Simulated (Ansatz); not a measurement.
Ligand-field states of CrCl₅OH⁴⁻ (relaxed from a model of [Cr(OH)Cl5]4-, whose bonding it doesn't keep) at its PBE-D4/def2-SVPD, loosely relaxed geometry (relaxed as a quintet).

```xyz
8

Cr   -1.5356   -0.0683   -1.3973
O    -0.0409   -0.5158   -0.2758
H     0.4644    0.3201   -0.2686
Cl   -3.2566    0.5009   -3.1050
Cl   -9.5580    6.7369   17.8019
Cl   17.0133   -6.9534  -10.3216
Cl   -2.5772   -2.2265   -0.8938
Cl   -0.5094    2.2061   -1.5398
```

CASSCF(4,5) on the Cr 3d shell in def2-SVP, averaged with equal weights over 5 quintets and 12 triplets and 6 singlets, then SC-NEVPT2; Ansatz, no spin–orbit coupling. The space holds no ligand orbitals and no second d shell, so covalent complexes are described poorly.

Task: Estimate the states' energies above the lowest.

Result: 
| state | CASSCF (cm⁻¹) | NEVPT2 (cm⁻¹) |
| --- | --- | --- |
| quintet 1 | 0 | 0 |
| quintet 2 | 10980 | 11988 |
| quintet 3 | 12891 | 13392 |
| quintet 4 | 15728 | 16504 |
| quintet 5 | 16532 | 17754 |
| triplet 1 | 20207 | 19050 |
| triplet 2 | 20277 | 18805 |
| triplet 3 | 20319 | 18676 |
| triplet 4 | 20824 | 19572 |
| triplet 5 | 23328 | 21644 |
| triplet 6 | 23517 | 21886 |
| triplet 7 | 25044 | 22929 |
| triplet 8 | 25199 | 22910 |
| triplet 9 | 25338 | 23045 |
| triplet 10 | 25637 | 23394 |
| triplet 11 | 26366 | 24893 |
| triplet 12 | 29636 | 28793 |
| singlet 1 | 28571 | 27129 |
| singlet 2 | 28580 | 27179 |
| singlet 3 | 29723 | 27716 |
| singlet 4 | 29765 | 27894 |
| singlet 5 | 31780 | 28229 |
| singlet 6 | 32795 | 29981 |
The lowest NEVPT2 state is a quintet. Hardware: 4 threads of Arm Neoverse N1 on a shared host. Wall time 72 s, peak host memory 1.2 GiB.
